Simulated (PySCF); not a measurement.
## Energy of Ti⁺ (titanium, charge +1) between two integer charges

The 4s alpha orbital of [Ar] 3d2 4s1 is emptied in steps (occupation f), with all orbitals relaxed, ending at [Ar] 3d2. Calculation: PySCF 2.14, in jorge-DZP-DKH; the spin-free X2C one-electron Hamiltonian (Gaussian nucleus). The exact energy is a straight line in f; departures are measured from the line between the end points of the same method.

```json
{"f": "1", "UHF (eV)": "0.000"}
{"f": "0.8", "UHF (eV)": "0.013"}
{"f": "0.6", "UHF (eV)": "0.020"}
{"f": "0.4", "UHF (eV)": "0.019"}
{"f": "0.2", "UHF (eV)": "0.013"}
{"f": "0", "UHF (eV)": "0.000"}
```

| method | E(f=0) − E(f=1) (eV) | −ε at f=1 (eV) | −ε at f=0.4 (eV) |
| --- | --- | --- | --- |
| UHF | 12.916 | 12.999 | 12.898 |

Orbital energy along the path (eV):

```csv
f,UHF
1,-12.999
0.8,-12.964
0.6,-12.931
0.4,-12.898
0.2,-12.867
0,-12.838
```

Reference removal energy between the ground levels: 13.575 eV (measured; NIST Atomic Spectra Database, ionization energies). The calculation has no spin-orbit coupling. UHF lacks correlation.
